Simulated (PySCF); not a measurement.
Cd(OMe)(GeH3), SMILES C[O][Cd][GeH3] at its B3LYP/def2-SVP optimised geometry (Å):

```
10

Cd    -0.3641     0.3527     0.0000
O      1.6313     0.3527     0.0000
C      2.4954    -0.7406    -0.0772
H      2.3835    -1.3372    -1.0089
H      3.5448    -0.3839    -0.0613
H      2.3955    -1.4528     0.7707
Ge    -2.8880     0.5491     0.0000
H     -3.3883     1.4528     1.1495
H     -3.4091     1.1454    -1.3272
H     -3.5448    -0.8388     0.1776
```

Method: PySCF with B3LYP/def2-TZVP, def2 effective core potentials past Kr. The core electrons that the potentials of Cd replace are not part of the density. Cells within 0.4 Å of a nucleus heavier than hydrogen are left out (blank, or x).

Map of the electron localisation function on the plane z = 0.0 Å:

```
|0000000000000000000000000000000|
|0000000000000000000000000000000|
|0000000000000000000000000000000|
|0000000000000000000000000000000|
|0000000000000000000000000000000|
|0000000000000000000000000000000|
|0000000000000000000000000000000|
|0000000000000000000000000000000|
|0000000000000000000000000000000|
|0000001100001110000000000000000|
|0000012221223211000121000000000|
|0000123323453221002454100000000|
|0000132121562243115786100000000|
|00001217x3352677227887101540000|
|0000121xx43537xx347xx6139995000|
|00014621315427x7248x86599998000|
|001599984454235413668x599999100|
|002899998433222211133xx99997000|
|0029999993112211000365446773000|
|0007999992001110000366410000000|
|0002899960000000000133200000000|
|0000145410000000000011000000000|
|0000000000000000000000000000000|
|0000000000000000000000000000000|
|0000000000000000000000000000000|
|0000000000000000000000000000000|
|0000000000000000000000000000000|
|0000000000000000000000000000000|
|0000000000000000000000000000000|
|0000000000000000000000000000000|
|0000000000000000000000000000000|
```
Scale: ten equal steps from 0.000 (start of '0') to 1.000 (end of '9'), in the order '0123456789'; x runs from -6.00 to 6.00, y from -6.00 (bottom) to 6.00 (top).
